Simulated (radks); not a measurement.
Results of a calculation; reference values are marked as such.
Problem. The oxygen anion O-, [He] 2s2 2p5, held by a Watson sphere: a shell of charge +0.88 at radius R that stands for the Madelung well of a crystal (potential energy -0.88/R inside, -0.88/r outside, in hartree with lengths in bohr). Code: a radial shooting solver on a logarithmic mesh with Libxc functionals. Model: non-relativistic Kohn-Sham, LDA (Slater exchange, VWN5 correlation), spin-polarised, spherical densities, point nucleus; open shells are filled with parallel spins first. Response by self-consistent Sternheimer equations with the Hartree and adiabatic LDA kernel. The sphere does not respond.

| R (bohr) | e(2s down) (eV) | e(2p up) (eV) | e(2p down) (eV) | <r> 2p (bohr) | sum of <r^2> (bohr^2) | X-ray form factor at sin(theta)/lambda = 0.1 1/angstrom | alpha (bohr^3) |
|---|---|---|---|---|---|---|---|
| 2.83 | -18.632 | -5.885 | -4.665 | 1.527 | 18.69 | 7.830 | 16.92 |
| 2.89 | -18.533 | -5.791 | -4.571 | 1.532 | 18.80 | 7.826 | 17.39 |
| 3.11 | -18.189 | -5.465 | -4.245 | 1.551 | 19.19 | 7.811 | 19.14 |
| 3.5 | -17.652 | -4.949 | -3.726 | 1.580 | 19.81 | 7.788 | 22.43 |

Estimate the row for R = 2.08 bohr.

Solution. e(2s down) (eV) -20.127; e(2p up) (eV) -7.235; e(2p down) (eV) -5.999; <r> 2p (bohr) 1.448; sum of <r^2> (bohr^2) 17.05; X-ray form factor at sin(theta)/lambda = 0.1 1/angstrom 7.905; alpha (bohr^3) 11.68.
